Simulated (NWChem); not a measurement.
System: C$_{3}$H$_{3}$NO; SMILES c1cocn1

Program: NWChem. Pople sets run with spherical d functions. The geometry was optimised at PBE0/def2-SVP. Computed dipoles belong to the equilibrium geometry; the measured one is vibrationally averaged.

Measured dipole moment: 1.50 D (NIST CCCBDB, as tabulated in the package chemicals).

```
level             dipole moment (D)  computed − measured  relative time (rough)
----------------  -----------------  -------------------  ---------------------
B3LYP/STO-3G                   1.70                +0.20                      1
B3LYP/3-21G                    1.58                +0.08                      1
B3LYP/6-31G*                   1.56                +0.06                      4
B3LYP/6-31+G*                  1.64                +0.14                      8
B3LYP/def2-SVP                 1.53                +0.03                      4
B3LYP/def2-SVPD                1.57                +0.07                     10
B3LYP/def2-TZVP                1.58                +0.08                     10
B3LYP/6-311++G**               1.61                +0.11                     10
```
